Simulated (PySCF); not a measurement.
An unknown is described by computed data only.

Elements present: C, H, N, O and P. Monoisotopic mass: 153.0344 u.

- 1H NMR: chemical shifts (computed TMS as zero) by class: 8.23 (1 H), 3.12 (1 H), 1.47 (6 H) ppm [GIAO PBE0/pcSseg-1]
- Rotational structure: rotational constants A, B, C: 2.966, 0.659, 0.609 GHz [GFN2-xTB]
- Dipole: 5.42 D [PBE0/pcSseg-1]
- NMR, other nuclei: isotropic shieldings of nuclei other than C and H, by class: -61 (1 N), -25 (1 O), 183 (1 P) ppm [GIAO PBE0/pcSseg-1]
- 13C NMR: chemical shifts (computed TMS as zero) by class: 225.7 (1 C), 158.9 (1 C), 121.0 (1 C), 118.9 (1 C), 38.3 (1 C), 31.4 (2 C) ppm [GIAO PBE0/pcSseg-1]

The electronic properties come from PySCF, for the isolated species, density fitting. Levels stand in brackets. Geometry: GFN2-xTB, one conformer, isolated molecule. Each NMR value is the plain mean over a class of atoms that symmetry, rotation or inversion makes alike.

Question: Which formula fits the mass and the elements?

Answer: C7H8NOP (calculated 153.0344). No other formula that holds each of these elements comes within 0.0003 u with a fitting electron parity and a possible valence count.

Question: What is the compound? Reason from the data.

Answer: Numbering: `[CH3:1][CH:2]([CH3:3])[c:4]1[o:5][cH:6][c:7]([C:8]#[N:9])[p:10]1`. 7 carbons fall into 6 classes; from least to most shielded: substituted aromatic carbon [C4] (225.7 ppm), aromatic CH next to a ring oxygen [C6] (158.9 ppm), substituted aromatic carbon [C7] (121.0 ppm), nitrile carbon [C8] (118.9 ppm), benzylic-type carbon [C2] (38.3 ppm), methyl carbon [C1/C3] (31.4 ppm, 2 C). Hydrogen classes from least to most shielded: 1 H on an aromatic CH next to a ring oxygen, C6 (8.23 ppm), 1 H on a benzylic-type carbon, C2 (3.12 ppm), 6 H on 2 methyl carbons, C1/C3 (1.47 ppm). The other shieldings belong to: -61 ppm, nitrile nitrogen [N9]; -25 ppm, furan-type oxygen [O5]; 183 ppm, phosphorus bonded to 2 C [P10]. By its constants the optimised geometry is an asymmetric top. Structure: `CC(C)c1occ(C#N)p1`. Computed isomers that give other values at the same levels: `CC(=O)c1nc(C)ccp1` (13C chemical shifts (computed TMS as zero) by class: 206.2 (1 C), 198.1 (1 C), 178.6 (1 C), 160.2 (1 C), 130.4 (1 C), 29.7 (1 C), 26.8 (1 C) ppm); `CC(=O)c1cpcc(C)n1` (13C chemical shifts (computed TMS as zero) by class: 206.0 (1 C), 165.2 (1 C), 161.2 (1 C), 155.3 (1 C), 151.2 (1 C), 30.5 (1 C), 29.8 (1 C) ppm); `CO/C=P/c1ccncc1` (13C chemical shifts (computed TMS as zero) by class: 223.7 (1 C), 158.9 (1 C), 155.1 (2 C), 131.5 (2 C), 62.4 (1 C) ppm). The assignments are read from this structure; whether some other isomer fits the data as well wasn't checked.

The values belong to the conformer `[CH3:1][CH:2]([CH3:3])[c:4]1[o:5][cH:6][c:7]([C:8]#[N:9])[p:10]1`: C1–C2–C4–O5 -123°.
